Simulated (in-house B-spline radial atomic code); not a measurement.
Inner levels of bismuth as electrons are removed. A shift is the extra binding of the orbital against the neutral atom ([Xe] 4f14 5d10 6s2 6p3). The density at the nucleus is averaged over the nuclear charge. Computed with a B-spline radial code for spherical atoms: Dirac-Hartree-Fock, average of the configuration, finite nuclei.

```csv
ion,configuration,shift of 1s1/2 (eV),radius of 1s1/2 (bohr),Σ<r²> (bohr²),change of density at nucleus (bohr⁻³)
Bi74+,[He] 2s2 2p5,7631.67,0.015768,0.031601,-99410.9
Bi75+,[He] 2s2 2p4,8186.57,0.015759,0.027128,-99522.2
Bi76+,[He] 2s2 2p3,8746.68,0.015749,0.022758,-99695.3
Bi77+,[He] 2s2 2p2,9311.99,0.01574,0.018489,-99932.3
Bi78+,[He] 2s2 2p1,9882.53,0.01573,0.014318,-100235
Bi79+,[He] 2s2,10458.3,0.01572,0.010242,-100607
Bi80+,[He] 2s1,10987.8,0.015718,0.0054255,-281661
Bi81+,1s2,11521,0.015711,0.00068433,-465872
Bi82+,1s1,13176.3,0.015624,0.00033825,-1.55539e+06
```
